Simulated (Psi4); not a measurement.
C₆H₁₂O₂, singlet, at a GFN2-xTB geometry. Base run: R2SCAN/STO-3G in Psi4.

Psi4 was given this input:
```
memory 2 GB

molecule mol {
0 1
  C     2.659599    0.319818   -0.517088
  O     1.426089    0.334333    0.185139
  C     0.358026   -0.106803   -0.494333
  O     0.420751   -0.494949   -1.630716
  C    -0.908748   -0.047609    0.352092
  C    -1.146631    1.407967    0.767872
  C    -0.704681   -0.922809    1.593232
  C    -2.085153   -0.563460   -0.474819
  H     2.918830   -0.700460   -0.807319
  H     2.590400    0.932512   -1.418261
  H     3.403810    0.723960    0.164405
  H    -2.046159    1.474924    1.375692
  H    -1.275133    2.038819   -0.109175
  H    -0.304976    1.780957    1.345575
  H    -1.597445   -0.895328    2.213973
  H    -0.516453   -1.954946    1.305133
  H     0.139057   -0.564210    2.177006
  H    -2.999296   -0.528618    0.112462
  H    -2.215460    0.043096   -1.367283
  H    -1.906362   -1.588401   -0.789324
}

set basis sto-3g
set reference rks

energy('r2scan')
print_variables()
```

Variants of this job, named by their change:

| change | ΔE vs base (mEh) | SCF cycles | grid points | basis functions |
|---|---|---|---|---|
| base | 0.000 | 9 | 417791 | 52 |
| guess = huckel | 0.000 | 15 | 417791 | 52 |
| basis_guess = sto-3g | 0.000 | 1 | 417791 | 52 |
| scf_initial_accelerator = ediis | 0.000 | 9 | 417791 | 52 |
| dft_spherical_points = 590 | -0.005 | 9 | 815134 | 52 |
| scf_type = dfdirj+link | 0.000 | 9 | 417791 | 52 |
| dft_basis_tolerance = 1e-8 | 0.000 | 9 | 413867 | 52 |
| scf_initial_accelerator = none | 0.000 | 9 | 417791 | 52 |
| dft_pruning_scheme = robust | 0.000 | 9 | 283119 | 52 |
| scf_type = out_of_core | 2.711 | 9 | 417791 | 52 |
| guess = core | 0.000 | 15 | 417791 | 52 |
| d_convergence = 1e-4 | 0.000 | 7 | 417791 | 52 |
| scf_type = mem_df | 0.000 | 9 | 417791 | 52 |
